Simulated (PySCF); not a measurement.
C3H7NSi, SMILES [SiH3]N1C=CC1.

The structure is a stationary point at TPSSh-D3(BJ)/def2-SVP. This is a generated structure with no PubChem entry under its InChIKey; it may be hypothetical.

Two levels are set side by side: PBE/def2-TZVP (PySCF) and PBE0/def2-TZVP (PySCF). Same geometry, gas phase. Differences are taken from unrounded values.

| quantity | PBE0 | PBE | PBE minus PBE0 |
|---|---|---|---|
| orbital gap (eV) | 6.39 | 4.36 | -2.03 |
| highest occupied level (eV) | -5.96 | -4.85 | 1.10 |
| lowest empty level (eV) | 0.43 | -0.49 | -0.92 |
| dipole moment (D) | 0.40 | 0.39 | 0.00 |
| mean polarisability (bohr³) | 68.5 | 70.9 | 2.4 |

Without exact exchange PBE keeps part of each electron's self-repulsion, which lifts occupied levels and narrows the gap. Loosely held outer electrons make PBE densities more polarisable. Differences between two approximate levels are no errors against the true value.

Rough cost on one machine, each run with all the roots and properties that it gave: PBE0 against PBE within a factor of 2.
